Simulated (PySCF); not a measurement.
Input file for PySCF: R-B3LYP/6-311+G** on C2H6O (SMILES CCO), a point of a torsion scan.

```python
from pyscf import gto, scf, dft, mp
from pyscf.data.elements import chemcore

mol = gto.M(
    atom='''
    C    -0.95085415    0.27834843    0.04993424
    C     0.41507206   -0.35766978   -0.19723353
    O     1.46913901    0.48914788    0.21903548
    H    -1.73531267   -0.35979304   -0.34722773
    H    -0.99532562    1.24652113   -0.44064164
    H    -1.11872422    0.42279477    1.11535129
    H     0.47490083   -1.33459134    0.29452888
    H     0.55113817   -0.50902709   -1.27379545
    H     1.78952115    0.21199232    1.08120142
    ''',
    basis='6-311+g**',
    charge=0, spin=0, verbose=3, max_memory=1800)
mf = dft.RKS(mol, xc='b3lyp')
mf.conv_tol = 1e-8
mf.max_cycle = 100
mf.kernel()
if not mf.converged:
    mf = mf.newton().run(mf.mo_coeff, mf.mo_occ)
```

Problem. Predict the final total energy.

Solution. -155.0934 hartree.
